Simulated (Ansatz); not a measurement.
Ansatz (a program for electronic structure) input:

Ansatz 0.2 input:
```yaml
crystal:
  periodic: [false, false, false]
  atoms:
    - {symbol: C, position_ang: [-1.14292731, -0.43366116, -0.38399818]}
    - {symbol: C, position_ang: [0.31687295, -0.38413993, -0.43013669]}
    - {symbol: Cl, position_ang: [1.22707064, -1.23002187, 0.74279937]}
    - {symbol: Cl, position_ang: [1.09180191, 0.89580546, -1.25535183]}
    - {symbol: Cl, position_ang: [-1.84664495, 0.71338407, 0.88397948]}
    - {symbol: H, position_ang: [-1.57723349, -0.11792118, -1.32719082]}
    - {symbol: H, position_ang: [-1.49430937, -1.42112242, -0.10225919]}
basis:
  gaussian:
    orbitals: def2-TZVP
hamiltonian:
  xc: {name: PBE0}
magnetization: {spin_polarized: true, initial_magnetization: 1}
```

What final total energy does it print?

-1457.48880 Eh (PBE0/def2-TZVP). The basis has 185 functions.

It need not be the lowest isomer of its formula.
